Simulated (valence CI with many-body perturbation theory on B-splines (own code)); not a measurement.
Cd⁹⁺: E2, M1 decay

Method: configuration interaction combined with many-body perturbation theory (CI+MBPT): three valence electrons over a frozen Dirac-Fock core [Kr], a basis of 7 s, 7 p, 8 d, 6 f, 4 g, 1 h functions for each j, with the one-electron correlation potential Σ1, the two-electron term Σ2, the three-electron term Σ3, Breit, model QED; selected CI, second order for the rest, scaled by the run's own slope (own B-spline code, finite nucleus).

No measured levels were compared; by estimate terms of the open shell hold to 2 to 4 % of their energy, and close levels can change places. Excitations out of the core, of the other parity, are not computed and may begin above about 46.4 eV (a cautious bound); beyond it only levels of the ground parity were kept, without lifetimes.

Lines 1 to 50 of 120 in falling wavelength, among levels below 373870 cm⁻¹, chosen from the decays that carry over 1 % of a level's rate. Wavelengths and rates use the calculated energies, so an error of 2000 cm⁻¹ moves a line at 985.7 nm by 20 % and its rate by three times that or more. Electric multipoles are in the length gauge, E1 and E2 with the static RPA response of the core. Weak lines are less certain than strong ones. Lines between different terms over intervals too small for the method are left out, as are lines whose strength nearly cancels. Intervals below about 2000 cm⁻¹, as at the head of this list, are uncertain by tens of per cent.

Names give the largest LS component (configuration and term), which can be under half, so a name can repeat, a term be missing and a line seem to break the LS rules; names also repeat where a configuration has a term twice. Letters in brackets count levels of one name in rising energy.

| λ vac (nm) | Upper | Lower | Type | A (s⁻¹) | Branch % |
| --- | --- | --- | --- | --- | --- |
| 9182 | 4d3 4P_1/2 | 4d3 4P_3/2 | M1 | 4.41e-02 | 6.2 |
| 2599 | 4d3 4F_5/2 | 4d3 4F_3/2 | M1 | 2.36e+00 | 100.0 |
| 2582 | 4d3 4F_9/2 | 4d3 4F_7/2 | M1 | 1.46e+00 | 100.0 |
| 2437 | 4d3 4F_7/2 | 4d3 4F_5/2 | M1 | 2.85e+00 | 100.0 |
| 1500 | 4d3 4P_5/2 | 4d3 4P_3/2 | M1 | 3.42e+00 | 75.7 |
| 1407 | 4d3 2D_5/2 [a] | 4d3 2D_3/2 [a] | M1 | 2.80e+00 | 7.7 |
| 1125 | 4d3 2H_11/2 | 4d3 2H_9/2 [a] | M1 | 4.28e+00 | 76.3 |
| 1067 | 4d3 2P_3/2 | 4d3 2P_1/2 | M1 | 5.38e+00 | 10.9 |
| 985.7 | 4d3 2D_3/2 [a] | 4d3 4P_1/2 | M1 | 3.58e+00 | 7.0 |
| 947.3 | 4d3 2H_9/2 [b] | 4d3 2H_9/2 [a] | M1 | 9.74e+00 | 35.0 |
| 890.2 | 4d3 2D_3/2 [a] | 4d3 4P_3/2 | M1 | 1.28e+01 | 25.1 |
| 884.7 | 4d3 2P_3/2 | 4d3 2D_3/2 [a] | M1 | 1.29e+01 | 26.1 |
| 866.5 | 4d3 2H_9/2 [b] | 4d3 2G_7/2 | M1 | 9.56e+00 | 34.4 |
| 858.8 | 4d3 2F_5/2 | 4d3 2D_5/2 [a] | M1 | 1.76e-01 | 1.2 |
| 856.5 | 4d3 2D_5/2 [a] | 4d3 4P_5/2 | M1 | 1.67e+00 | 4.6 |
| 828.0 | 4d3 2P_1/2 | 4d3 4P_1/2 | M1 | 1.79e+01 | 95.3 |
| 782.9 | 4d3 2F_7/2 | 4d3 2H_9/2 [b] | M1 | 1.96e-01 | 1.0 |
| 731.3 | 4d3 2H_9/2 [a] | 4d3 4F_9/2 | M1 | 9.84e+00 | 59.0 |
| 643.1 | 4d3 4P_3/2 | 4d3 4F_5/2 | M1 | 1.86e+00 | 28.4 |
| 630.1 | 4d3 2P_3/2 | 4d3 4P_5/2 | M1 | 1.10e+01 | 22.1 |
| 603.7 | 4d3 2G_7/2 | 4d3 4F_7/2 | M1 | 7.07e+00 | 36.5 |
| 601.0 | 4d3 4P_1/2 | 4d3 4F_5/2 | E2 | 2.18e-02 | 3.0 |
| 569.8 | 4d3 2H_9/2 [a] | 4d3 4F_7/2 | M1 | 6.85e+00 | 41.0 |
| 552.0 | 4d3 4P_5/2 | 4d3 4F_7/2 | M1 | 5.57e-01 | 12.3 |
| 545.2 | 4d3 2D_5/2 [a] | 4d3 4P_3/2 | M1 | 1.18e+00 | 3.2 |
| 515.5 | 4d3 4P_3/2 | 4d3 4F_3/2 | M1 | 4.66e+00 | 71.1 |
| 488.1 | 4d3 4P_1/2 | 4d3 4F_3/2 | M1 | 5.40e-01 | 75.5 |
| 488.1 | 4d3 4P_1/2 | 4d3 4F_3/2 | E2 | 1.09e-01 | 15.3 |
| 483.9 | 4d3 2G_7/2 | 4d3 4F_5/2 | M1 | 1.22e+01 | 62.8 |
| 450.1 | 4d3 4P_5/2 | 4d3 4F_5/2 | M1 | 4.78e-01 | 10.6 |
| 443.1 | 4d3 2H_11/2 | 4d3 4F_9/2 | M1 | 1.32e+00 | 23.6 |
| 428.8 | 4d3 2F_5/2 | 4d3 4P_5/2 | M1 | 1.85e+00 | 12.8 |
| 428.6 | 4d3 2F_7/2 | 4d3 2H_9/2 [a] | M1 | 8.08e-01 | 4.2 |
| 418.7 | 4d3 2F_5/2 | 4d3 2H_9/2 [a] | E2 | 1.71e-01 | 1.2 |
| 412.7 | 4d3 2H_9/2 [b] | 4d3 4F_9/2 | M1 | 4.27e+00 | 15.3 |
| 411.3 | 4d3 2F_7/2 | 4d3 2G_7/2 | M1 | 6.70e+00 | 35.1 |
| 402.1 | 4d3 2F_5/2 | 4d3 2G_7/2 | M1 | 4.10e+00 | 28.3 |
| 402.1 | 4d3 2F_5/2 | 4d3 2G_7/2 | E2 | 1.84e-01 | 1.3 |
| 380.7 | 4d3 2D_5/2 [b] | 4d3 2F_5/2 | M1 | 2.09e+01 | 16.1 |
| 376.0 | 4d3 2D_3/2 [b] | 4d3 2F_5/2 | M1 | 1.36e+01 | 14.9 |
| 373.4 | 4d3 2D_3/2 [a] | 4d3 4F_5/2 | M1 | 2.12e+01 | 41.5 |
| 372.8 | 4d3 2D_5/2 [b] | 4d3 2F_7/2 | M1 | 1.24e+01 | 9.6 |
| 355.8 | 4d3 2H_9/2 [b] | 4d3 4F_7/2 | M1 | 4.22e+00 | 15.2 |
| 335.7 | 4d3 2D_5/2 [a] | 4d3 4F_7/2 | M1 | 2.56e+01 | 70.1 |
| 333.5 | 4d3 2F_5/2 | 4d3 4P_3/2 | M1 | 8.45e-01 | 5.8 |
| 326.5 | 4d3 2D_3/2 [a] | 4d3 4F_3/2 | M1 | 1.31e+01 | 25.5 |
| 307.1 | 4d3 2P_1/2 | 4d3 4F_3/2 | M1 | 6.39e-01 | 3.4 |
| 296.6 | 4d3 2D_5/2 [b] | 4d3 2P_3/2 | M1 | 3.45e+00 | 2.7 |
| 295.0 | 4d3 2D_5/2 [a] | 4d3 4F_5/2 | M1 | 4.32e+00 | 11.8 |
| 293.7 | 4d3 2D_3/2 [b] | 4d3 2P_3/2 | M1 | 9.98e-01 | 1.1 |
